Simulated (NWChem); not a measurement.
Molecule: SiH2BrCl; SMILES Cl[SiH2]Br

Results from NWChem. The geometry was optimised at PBE0/def2-SVP. Ions are spin-unrestricted doublets at the neutral geometry; other ion states weren't tried. Functional: LC-ωPBE (HJS hole) with def2-SVP; rows give the range parameter ω in 1/bohr.

For range parameter (1/bohr) 0.50:

| Quantity | Value |
|---|---|
| vertical ionisation energy, ΔSCF (eV) | 11.45 |
| −ε(HOMO) (eV) | 11.81 |

What are these values for range parameter (1/bohr) 0.10?


- vertical ionisation energy, ΔSCF (eV): 10.47
- −ε(HOMO) (eV): 8.72
